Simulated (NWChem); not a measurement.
Molecule: 1,1-difluoroethane (C2H4F2); SMILES FC(F)C

Results from NWChem. The level has its own optimisation; frequencies are unscaled. Brackets give each atom's bonded neighbours.

**Question.** Predict the results for Hartree-Fock/STO-3G. Quantities: r C–C (Å); r C–H [C(CHHH)–H(C)] (Å); r C–F (Å); r C–H [C(CFFH)–H(C)] (Å); highest harmonic frequency (cm⁻¹); lowest (cm⁻¹); zero-point energy (kcal/mol); dipole (D).

**Answer.** 
```yaml
r C–C (Å): 1.555
r C–H [C(CHHH)–H(C)] (Å): 1.085
r C–F (Å): 1.380
r C–H [C(CFFH)–H(C)] (Å): 1.111
highest harmonic frequency (cm⁻¹): 3765
lowest (cm⁻¹): 184
zero-point energy (kcal/mol): 44.4
dipole (D): 1.49
```
